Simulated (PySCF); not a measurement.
Correlation energy of Sc⁺ (scandium, charge +1)

[Ar] 4s2, closed-shell 1S (an excited configuration). All numbers are calculated (PySCF 2.14, the non-relativistic Hamiltonian (point nucleus), in def2-TZVPPD (6s6p4d2f1g, 67 functions)). Frozen: [Ne]; 10 electrons correlated.

```csv
level,correlation energy (mhartree)
CCSD,-254.62
(T),-7.16
CCSD(T),-261.78
```

Diagnostics: T1 = 0.012, D1 = 0.0369, largest double amplitude 0.097.

Cost of the coupled-cluster step: about 2.5 core-seconds, for 10 correlated electrons.

Iterations:

```
CC2 = 0
CCSD nocc = 5, nmo = 62
frozen orbitals [0, 1, 2, 3, 4]
max_cycle = 100
direct = 0
conv_tol = 1e-08
conv_tol_normt = 1e-06
diis_space = 8
diis_start_cycle = 0
Init t2, MP2 energy = -759.678891465615  E_corr(MP2) -0.233034092341668
Init E_corr(CCSD) = -0.233034092348881
cycle = 1  E_corr(CCSD) = -0.248175181770343  dE = -0.0151410894  norm(t1,t2) = 0.0485943
cycle = 2  E_corr(CCSD) = -0.252376159545666  dE = -0.00420097778  norm(t1,t2) = 0.0241013
cycle = 3  E_corr(CCSD) = -0.254657659465558  dE = -0.00228149992  norm(t1,t2) = 0.0132091
cycle = 4  E_corr(CCSD) = -0.254717299247205  dE = -5.96397816e-05  norm(t1,t2) = 0.0050207
cycle = 5  E_corr(CCSD) = -0.254519984056693  dE = 0.000197315191  norm(t1,t2) = 0.00209621
cycle = 6  E_corr(CCSD) = -0.25462576101799  dE = -0.000105776961  norm(t1,t2) = 0.000540775
cycle = 7  E_corr(CCSD) = -0.254616577130965  dE = 9.18388703e-06  norm(t1,t2) = 7.83804e-05
cycle = 8  E_corr(CCSD) = -0.254617338211428  dE = -7.61080463e-07  norm(t1,t2) = 1.78519e-05
cycle = 9  E_corr(CCSD) = -0.254617720309635  dE = -3.82098208e-07  norm(t1,t2) = 5.57487e-06
cycle = 10  E_corr(CCSD) = -0.254617564115009  dE = 1.56194626e-07  norm(t1,t2) = 1.45585e-06
cycle = 11  E_corr(CCSD) = -0.254617524262328  dE = 3.98526809e-08  norm(t1,t2) = 3.19714e-07
cycle = 12  E_corr(CCSD) = -0.254617530672915  dE = -6.41058712e-09  norm(t1,t2) = 6.68489e-08
CCSD converged
E(CCSD) = -759.7004749039459  E_corr = -0.2546175306729154
CCSD(T) correction = -0.0071621615475097
```

This basis was not built for core-valence correlation, so the inner-shell part is incomplete.
